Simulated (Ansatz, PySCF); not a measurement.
Molecule: C3H9BrO3Si, charge 0, multiplicity 1. 
Structure (B3LYP-D3(BJ)/def2-TZVP (Ansatz, an electronic-structure program) minimum search):
```xyz
17

Si     0.3190     0.0234    -0.3126
Br    -0.9813    -0.5067     1.4176
O     -0.2133     1.4167    -0.9612
C     -0.4308     2.6352    -0.2609
O      1.8250     0.1094     0.2762
C      2.9923     0.2692    -0.5271
O      0.2564    -1.1101    -1.4664
C     -0.8885    -1.4307    -2.2488
H     -0.7337     3.3866    -0.9887
H     -1.2207     2.5168     0.4839
H      0.4816     2.9689     0.2393
H      2.9382     1.1853    -1.1208
H      3.1194    -0.5834    -1.1967
H      3.8474     0.3304     0.1442
H     -1.6832    -1.8366    -1.6185
H     -1.2603    -0.5482    -2.7731
H     -0.5915    -2.1843    -2.9765
```
Charge 0, spin multiplicity 1.

Dipole moments at this geometry, in debye (magnitudes).

| level | program | dipole (D) |
|---|---|---|
| HF/def2-TZVPD | PySCF | 2.42 |
| SVWN5/def2-TZVPD | PySCF | 2.20 |
| PBE/def2-TZVPD | Ansatz | 2.16 |
| BLYP/def2-TZVPD | Ansatz | 2.18 |
| revPBE/def2-TZVPD | Ansatz | 2.16 |
| B3LYP/def2-TZVPD | Ansatz | 2.23 |
| PBE0/def2-TZVPD | Ansatz | 2.22 |
| r2SCAN0/def2-TZVPD | Ansatz | 2.27 |
| M06-2X/def2-TZVPD | PySCF | 2.27 |
| HSE06/def2-TZVPD | Ansatz | 2.22 |
| LC-wPBE/def2-TZVPD | Ansatz | 2.31 |
| wB97M-V/def2-TZVPD | Ansatz | 2.25 |
| wB97X-V/def2-TZVPD | Ansatz | 2.28 |
